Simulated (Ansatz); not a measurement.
Program: Ansatz. Geometries: PBE0-D4/def2-TZVP. ΔE: electronic, gas phase. CCSD(T)/CBS is the MP2 limit (def2-TZVPP, def2-QZVPP) plus CCSD(T) − MP2 in def2-TZVPP, frozen cores. This one scheme is used for every species. Functionals use def2-TZVPP. HSE06 is defined as in plane-wave codes. For Ga outer-core shells are correlated without core-valence functions, which leaves a few kJ/mol of doubt a bond. Scalar relativity is left out up to krypton. Each species was taken in one conformer, which may not be the lowest.

Consider the hydrogenolysis of a Ga–O bond: `[OH][Ga]([OH])[OH]` + H₂ → `[OH][GaH][OH]` + H₂O.

```csv
level,ΔE (kJ/mol),difference from CCSD(T)/CBS
LDA (SPW92),21.8,-8.3
B97M-V,21.6,-8.5
r2SCAN0-D4,29.5,-0.6
HSE06-D4,24.2,-5.9
ωB97M-V,27.1,-3.0
PBE-QIDH,29.9,-0.2
revPBE,23.7,-6.4
BLYP,27.0,-3.1
r2SCAN,32.5,2.4
PBE0,21.9,-8.2
BHLYP,24.7,-5.4
CAM-B3LYP,26.1,-4.0
LC-ωPBE,25.1,-5.0
RPA@PBE/def2-TZVPP,33.2,3.1
HF/def2-QZVPP,23.5,-6.6
CCSD/CBS(def2),26.9,-3.2
CCSD(T)/CBS,30.1,0
```

Largest T1 diagnostic among the species: 0.015.

From r2SCAN to r2SCAN0 (25 % exact exchange), in def2-TZVPP and without D4, ΔE moves by −3.7 kJ/mol. In def2-TZVPP, CCSD(T) changes the Hartree–Fock value by +10.2 kJ/mol (the triples alone add +3.1 kJ/mol) and MP2 by +16.5 kJ/mol.
